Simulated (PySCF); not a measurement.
Isomers of C5H8S2, one GFN2-xTB conformer each. Single-point energies are computed at wB97X-D/def2-SVPD (PySCF, gas phase, no added dispersion term), electronic only.

```tsv
SMILES	GFN2-xTB relative energy (kJ/mol)
CC1=CCCSS1	0.0
C=C1CCCSS1	15.2
```

Conformers: `[CH3:1][C:2]1=[CH:3][CH2:4][CH2:5][S:6][S:7]1` with C2–C3–C4–C5 13°, C3–C4–C5–S6 -54°, C4–C5–S6–S7 72°, C5–S6–S7–C2 -53°; `[CH2:1]=[C:2]1[CH2:3][CH2:4][CH2:5][S:6][S:7]1` with C1–C2–C3–C4 116°, C2–C3–C4–C5 63°, C3–C4–C5–S6 -67°, C4–C5–S6–S7 66°.

Question: What does wB97X-D/def2-SVPD give for the same structures?

Answer: 
```
    SMILES  wB97X-D/def2-SVPD E (Eh)  wB97X-D/def2-SVPD (kJ/mol)  GFN2-xTB (kJ/mol)  point group
CC1=CCCSS1                -991.27388                         0.0                0.0           C1
C=C1CCCSS1                -991.26902                        12.8               15.2           C1
```

Both levels put the same isomer lowest. 

Question: Which frontier levels, dipoles and rotational constants go with these structures?

Answer: 
| SMILES | HOMO (eV, wB97X-D/def2-SVPD) | LUMO (eV) | dipole (D) | A, B, C (MHz) |
| --- | --- | --- | --- | --- |
| CC1=CCCSS1 | -7.91 | 0.92 | 2.55 | 2784, 1741, 1160 |
| C=C1CCCSS1 | -8.15 | 0.80 | 2.84 | 2503, 1907, 1266 |
